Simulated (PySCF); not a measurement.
K⁺ (potassium, charge +1) across methods

[Ar], closed-shell 1S. Calculation: PySCF 2.14, in dyall-av2z (17s13p2d, 66 functions); the non-relativistic Hamiltonian (point nucleus).

```csv
method,E (hartree),mean ε 2p (eV),mean ε 3s (eV),mean ε 3p (eV),Σ⟨r²⟩ (bohr²),⟨S²⟩
PBE,-599.541,-286.06,-41.131,-24.903,19.55,0.000
PW91,-599.748,-286.33,-41.180,-24.969,19.55,0.000
BLYP,-599.761,-286.22,-40.942,-24.758,19.63,0.000
PBE0,-599.588,-294.67,-44.509,-26.928,19.49,0.000
r2SCAN,-599.725,-289.75,-42.509,-25.489,19.46,0.000
CAM-B3LYP,-599.781,-295.20,-45.989,-28.443,19.61,0.000
BP86,-599.811,-286.29,-41.208,-24.981,19.52,0.000
LDA,-598.034,-286.03,-41.041,-24.995,19.60,0.000
UHF,-599.01202,-319.42,-53.440,-31.857,19.55,0.000
```
